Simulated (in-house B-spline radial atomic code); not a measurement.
F²⁺. Computed with a B-spline radial atomic code. Model: all-electron spherical atom, spin shells full or empty, radial basis limit, no spin-orbit coupling, Breit or QED, empty-state partial waves extrapolated as (l+1/2)^-4, RPA, G0W0 and static COHSEX of the highest shell as one setting changes (uncorrelated shells keep exact exchange).

Empty levels are discrete states of a finite basis, so the steps are uneven.

Given: element F; charge 2; filled core He; hamiltonian non-relativistic; mean-field start r2SCAN; highest l of empty states 9; lowest nl shells left uncorrelated 0; highest mean-field shell 2p up; box radius 17.55 bohr.

Shell: 2s 1 1, 2p 3 0 (electrons up and down).

| highest empty level kept (hartree) | RPA correlation energy (hartree) | G0W0 level (eV) | G0W0 minus most complete (meV) | COHSEX level (eV) | linearised minus solved G0W0 (meV) |
| --- | --- | --- | --- | --- | --- |
| 3 | -0.11904 | -61.289 | 1067.3 | -62.528 | -55.7 |
| 6 | ? | ? | ? | ? | ? |
| 10.5 | ? | ? | ? | ? | ? |
| 18 | -0.23148 | -62.051 | 305.1 | -65.252 | -63.3 |
| 30 | -0.25456 | -62.178 | 178.1 | -65.604 | -65.2 |
| 54 | -0.27731 | -62.263 | 92.8 | -65.826 | -66.5 |
| 90 | -0.29931 | -62.312 | 44.5 | -65.95 | -67.2 |
| 180 | -0.32614 | -62.342 | 14.3 | -66.027 | -67.7 |
| 360 | -0.33999 | -62.353 | 3.1 | -66.054 | -67.9 |
| 750 | -0.34433 | -62.355 | 1 | -66.059 | -67.9 |
| 1800 | -0.34717 | -62.356 | 0.1 | -66.061 | -67.9 |
| 6000 | -0.34781 | -62.356 | 0 | -66.061 | -67.9 |

(1) What follows for highest empty level kept = 10.5?

(2) What follows for highest empty level kept = 6?

Results:

(1) RPA correlation energy -0.20034 hartree; G0W0 level -61.806 eV; G0W0 minus most complete 550.6 meV; COHSEX level -64.441 eV; linearised minus solved G0W0 -60 meV.

(2) RPA correlation energy -0.16578 hartree; G0W0 level -61.573 eV; G0W0 minus most complete 783.2 meV; COHSEX level -63.649 eV; linearised minus solved G0W0 -57.3 meV.
